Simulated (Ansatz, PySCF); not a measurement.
BF2H3O2Si, SMILES OB(O)[SiH](F)F. Atoms are numbered in the order given.

```xyz
9

Si    -0.8558    -0.2016    -0.2182
F     -1.0609    -0.9709     1.2135
F     -1.7269     1.1675    -0.1270
B      1.1334     0.1661    -0.2623
O      1.8799    -0.1356     0.8361
O      1.7206     0.6970    -1.3602
H     -1.4792    -1.0391    -1.2730
H      1.3573    -0.5171     1.5551
H      2.6744     0.8287    -1.2435
```
Charge 0, spin multiplicity 1.

Geometry optimised at B3LYP-D3(BJ)/def2-SVP. The structure was generated by enumeration, and PubChem lists no compound with its InChIKey, so it may never have been made. One conformer was computed; it need not be the lowest.

Two levels are set side by side: PBE-D3(BJ)/def2-SVP (Ansatz, a quantum-chemistry and plane-wave program) and B3LYP-D3(BJ)/def2-SVP (Ansatz). Each level has its own optimised geometry; the coordinates shown are those of the second. Frequencies come from the Hessian of PySCF at each geometry. Differences are taken from unrounded values.

```
quantity                            B3LYP-D3(BJ)
----------------------------------  ------------
mean bond length (Å)                       1.428
bond Si1–F2 (Å)                            1.638
bond Si1–F3 (Å)                            1.625
bond Si1–B4 (Å)                            2.023
bond B4–O5 (Å)                             1.362
bond B4–O6 (Å)                             1.354
bond Si1–H7 (Å)                            1.484
bond O5–H8 (Å)                             0.967
bond O6–H9 (Å)                             0.970
highest harmonic wavenumber (cm⁻¹)          3826
mean harmonic wavenumber (cm⁻¹)             1037
zero-point energy (kcal/mol)               31.12
```

### Question
What does PBE-D3(BJ) give, and how far is it from B3LYP-D3(BJ)? (Estimate from the structure and the level; the computed values follow.)

### Answer

```json
[
 {"quantity": "mean bond length (Å)", "PBE-D3(BJ)": "1.438", "PBE-D3(BJ) minus B3LYP-D3(BJ)": "0.010"},
 {"quantity": "bond Si1–F2 (Å)", "PBE-D3(BJ)": "1.653", "PBE-D3(BJ) minus B3LYP-D3(BJ)": "0.015"},
 {"quantity": "bond Si1–F3 (Å)", "PBE-D3(BJ)": "1.637", "PBE-D3(BJ) minus B3LYP-D3(BJ)": "0.012"},
 {"quantity": "bond Si1–B4 (Å)", "PBE-D3(BJ)": "2.027", "PBE-D3(BJ) minus B3LYP-D3(BJ)": "0.003"},
 {"quantity": "bond B4–O5 (Å)", "PBE-D3(BJ)": "1.371", "PBE-D3(BJ) minus B3LYP-D3(BJ)": "0.009"},
 {"quantity": "bond B4–O6 (Å)", "PBE-D3(BJ)": "1.361", "PBE-D3(BJ) minus B3LYP-D3(BJ)": "0.008"},
 {"quantity": "bond Si1–H7 (Å)", "PBE-D3(BJ)": "1.499", "PBE-D3(BJ) minus B3LYP-D3(BJ)": "0.015"},
 {"quantity": "bond O5–H8 (Å)", "PBE-D3(BJ)": "0.977", "PBE-D3(BJ) minus B3LYP-D3(BJ)": "0.010"},
 {"quantity": "bond O6–H9 (Å)", "PBE-D3(BJ)": "0.979", "PBE-D3(BJ) minus B3LYP-D3(BJ)": "0.009"},
 {"quantity": "highest harmonic wavenumber (cm⁻¹)", "PBE-D3(BJ)": "3695", "PBE-D3(BJ) minus B3LYP-D3(BJ)": "-131"},
 {"quantity": "mean harmonic wavenumber (cm⁻¹)", "PBE-D3(BJ)": "1006", "PBE-D3(BJ) minus B3LYP-D3(BJ)": "-30"},
 {"quantity": "zero-point energy (kcal/mol)", "PBE-D3(BJ)": "30.21", "PBE-D3(BJ) minus B3LYP-D3(BJ)": "-0.91"}
]
```

Exact exchange shortens and stiffens bonds; PBE has none. Differences between two approximate levels are no errors against the true value.
